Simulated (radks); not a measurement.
Valence configurations of the xenon ion Xe2+ (all share [Kr]). Method: Dirac Kohn-Sham, PBE, spin-unpolarised, spherical densities, point nucleus; open shells fill j = l - 1/2 first; computed with a radial shooting solver on a logarithmic mesh with Libxc functionals. Energies are relative to 4d10 5s2 5p4; eigenvalues in eV.

[
 {"valence": "4d10 5s2 5p4", "E (eV)": "0.000", "e(4d3/2)": "-81.551", "e(4d5/2)": "-79.560", "e(5p1/2)": "-27.576", "e(5p3/2)": "-26.042", "e(5s1/2)": "-39.143"},
 {"valence": "4d10 5s1.5 5p4.5", "E (eV)": "6.569", "e(4d3/2)": "-82.258", "e(4d5/2)": "-80.263", "e(5p1/2)": "-27.919", "e(5p3/2)": "-26.368", "e(5s1/2)": "-39.545"},
 {"valence": "4d10 5s1 5p5", "E (eV)": "13.177", "e(4d3/2)": "-82.955", "e(4d5/2)": "-80.959", "e(5p1/2)": "-28.256", "e(5p3/2)": "-26.688", "e(5s1/2)": "-39.940"},
 {"valence": "4d9.5 5s2 5p4.5", "E (eV)": "27.452", "e(4d3/2)": "-85.239", "e(4d5/2)": "-83.210", "e(5p1/2)": "-28.533", "e(5p3/2)": "-26.919", "e(5s1/2)": "-40.395"},
 {"valence": "4d9 5s2 5p5", "E (eV)": "56.292", "e(4d3/2)": "-88.919", "e(4d5/2)": "-86.852", "e(5p1/2)": "-29.474", "e(5p3/2)": "-27.781", "e(5s1/2)": "-41.625"},
 {"valence": "4d8.5 5s2 5p5.5", "E (eV)": "86.524", "e(4d3/2)": "-92.591", "e(4d5/2)": "-90.486", "e(5p1/2)": "-30.401", "e(5p3/2)": "-28.628", "e(5s1/2)": "-42.834"},
 {"valence": "4d8 5s2 5p6", "E (eV)": "118.15", "e(4d3/2)": "-96.256", "e(4d5/2)": "-94.113", "e(5p1/2)": "-31.315", "e(5p3/2)": "-29.462", "e(5s1/2)": "-44.023"}
]

NIST lists [Kr] 4d10 5s2 5p4 as the ground configuration; this level of theory agrees among the configurations tried. The energies are those of spherical spin-averaged densities, not of single terms.
